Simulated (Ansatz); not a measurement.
## Relaxing a trial structure of H5Si2Sn

The starting geometry of this gas-phase doublet was optimised with GFN2-xTB.

```yaml
atoms:
  - { symbol: Si, position_ang: [1.4531, -0.6214, 0.6269] }
  - { symbol: Si, position_ang: [-0.8980, 0.2325, -0.8065] }
  - { symbol: Sn, position_ang: [0.8140, -1.4324, -1.7052] }
  - { symbol: H, position_ang: [2.0724, 0.6039, 1.1389] }
  - { symbol: H, position_ang: [0.9228, -1.1763, 1.8825] }
  - { symbol: H, position_ang: [1.7226, -0.0273, -2.3551] }
  - { symbol: H, position_ang: [-2.0139, -0.1133, 0.0884] }
  - { symbol: H, position_ang: [-0.9262, 1.6926, -0.6866] }
```

Where would you expect an optimisation with PBE0-D3(BJ)/def2-SVP to take it?

It rearranges to `[SiH2]1[SiH2][SnH]1`. Contacts that close: Si1–Si2 (2.88 → 2.41 Å).

The energy falls by 0.54 eV over 11 steps:

| step | E − E(last) (eV) |
| --- | --- |
| 1 | 0.542 |
| 2 | 0.121 |
| 3 | 0.073 |
| 4 | 0.022 |
| 5 | 0.008 |
| 7 | 0.001 |
| 8 | 0.000 |
| 9 | 0.000 |
| 10 | 0.000 |
| 11 | 0.000 |

Final geometry (Å):

```yaml
atoms:
  - { symbol: Si, position_ang: [1.1846, -0.4275, 0.7106] }
  - { symbol: Si, position_ang: [-0.7837, 0.2882, -0.4918] }
  - { symbol: Sn, position_ang: [0.8791, -1.2736, -1.7187] }
  - { symbol: H, position_ang: [2.2290, 0.5566, 1.1287] }
  - { symbol: H, position_ang: [0.7839, -1.2889, 1.8644] }
  - { symbol: H, position_ang: [1.8503, -0.1466, -2.6353] }
  - { symbol: H, position_ang: [-2.0034, -0.2777, 0.1609] }
  - { symbol: H, position_ang: [-0.9930, 1.7277, -0.8357] }
```

Frequencies at the end are all real (lowest 189 cm⁻¹). Open shells are spin-unrestricted. Atoms past krypton carry core potentials, without spin–orbit terms. Run with Ansatz 0.2.0, 55 s on 2 threads of Arm Neoverse V2, on a shared host.
